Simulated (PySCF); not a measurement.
**`C=Cc1nnn2c(C)cccc12`: 4 charge schemes on one density**

Compound: C9H9N3.
Structure used (GFN2-xTB), in Å, numbered top down from 1:
```
atom  x, y, z in Å
C1     3.9326    1.0366   -0.1544
C2     2.9566    0.1406   -0.0613
C3     1.5567    0.4770   -0.1270
N4     1.0849    1.7243   -0.2909
N5    -0.1992    1.7284   -0.3133
N6    -0.6284    0.4760   -0.1647
C7    -1.9250    0.0654   -0.1349
C8    -2.9593    1.1239   -0.2850
C9    -2.1575   -1.2688    0.0279
C10   -1.0919   -2.1867    0.1609
C11    0.2028   -1.7535    0.1282
C12    0.4459   -0.3845   -0.0387
H13    3.7066    2.0802   -0.2863
H14    4.9697    0.7540   -0.1016
H15    3.1712   -0.9120    0.0723
H16   -2.8157    1.6477   -1.2293
H17   -2.8475    1.8621    0.5083
H18   -3.9569    0.6972   -0.2505
H19   -3.1744   -1.6261    0.0559
H20   -1.3155   -3.2342    0.2881
H21    1.0355   -2.4308    0.2270
```

Density: PBE0/pcSseg-1 (PySCF); schemes: Mulliken, IAO, Hirshfeld and ESP-fitted. The structure is a single GFN2-xTB conformer in the gas phase; no vibrational or solvent corrections.

Which atoms carry the lowest charge in the Mulliken, IAO, Hirshfeld and ESP-fitted schemes?

The schemes don't all agree: Mulliken N6 (-0.632); IAO C8 (-0.433); Hirshfeld N4 (-0.119); ESP-fitted C8 (-0.503).

At which atom do the 4 schemes differ most?

At N6: from -0.632 (Mulliken) to +0.734 e (ESP-fitted), 1.366 e apart.

Give the atomic charges in each scheme.

In e:

```tsv
atom	environment	Mulliken	IAO	Hirshfeld	ESP-fitted
C1	terminal =CH2 carbon	-0.096	-0.305	-0.097	-0.237
C2	alkene CH carbon	-0.222	-0.155	-0.058	-0.484
C3	substituted aromatic carbon	+0.017	+0.025	0.000	+0.555
N4	pyridine-type nitrogen	-0.271	-0.175	-0.119	-0.272
N5	pyridine-type nitrogen	-0.042	-0.146	-0.085	-0.409
N6	pyrrole-type nitrogen	-0.632	+0.065	+0.058	+0.734
C7	substituted aromatic carbon	+0.197	+0.127	+0.073	+0.004
C8	benzylic-type carbon	-0.125	-0.433	-0.114	-0.503
C9	aromatic CH carbon	-0.212	-0.192	-0.064	-0.191
C10	aromatic CH carbon	+0.029	-0.146	-0.046	-0.219
C11	aromatic CH carbon	-0.114	-0.164	-0.051	-0.120
C12	ring-fusion aromatic carbon	+0.427	+0.035	+0.024	-0.392
H13	vinylic hydrogen	+0.130	+0.165	+0.045	+0.127
H14	vinylic hydrogen	+0.112	+0.153	+0.048	+0.157
H15	vinylic hydrogen	+0.090	+0.145	+0.046	+0.229
H16	methyl hydrogen	+0.150	+0.174	+0.055	+0.159
H17	methyl hydrogen	+0.150	+0.174	+0.055	+0.161
H18	methyl hydrogen	+0.128	+0.156	+0.055	+0.180
H19	aromatic hydrogen	+0.093	+0.164	+0.057	+0.173
H20	aromatic hydrogen	+0.098	+0.164	+0.058	+0.180
H21	aromatic hydrogen	+0.093	+0.168	+0.061	+0.169
```

Mean size of the charges over all atoms: ESP-fitted 0.269 e, IAO 0.163 e, Mulliken 0.163 e, Hirshfeld 0.060 e. Each set sums to the total charge, 0, to within 0.001 e. The Hirshfeld scheme divides the density at each point in proportion to the densities of the neutral, spherically averaged free atoms.

Sum the charges by element.

```json
{"element": "C", "atoms": "9", "Mulliken": "-0.098", "IAO": "-1.208", "Hirshfeld": "-0.333", "ESP-fitted": "-1.587"}
{"element": "N", "atoms": "3", "Mulliken": "-0.945", "IAO": "-0.256", "Hirshfeld": "-0.146", "ESP-fitted": "+0.052"}
{"element": "H", "atoms": "9", "Mulliken": "+1.043", "IAO": "+1.464", "Hirshfeld": "+0.479", "ESP-fitted": "+1.535"}
```

How many electrons does the IAO scheme count on C1?

Z − q = 6 − (-0.305) = 6.305.

How closely do the schemes follow one another over all atoms?

Correlation coefficient and root-mean-square difference: IAO with Hirshfeld 0.95, 0.122 e; Hirshfeld with ESP-fitted 0.72, 0.276 e; IAO with ESP-fitted 0.70, 0.233 e; Mulliken with IAO 0.48, 0.203 e; Mulliken with Hirshfeld 0.45, 0.193 e; Mulliken with ESP-fitted -0.08, 0.399 e.
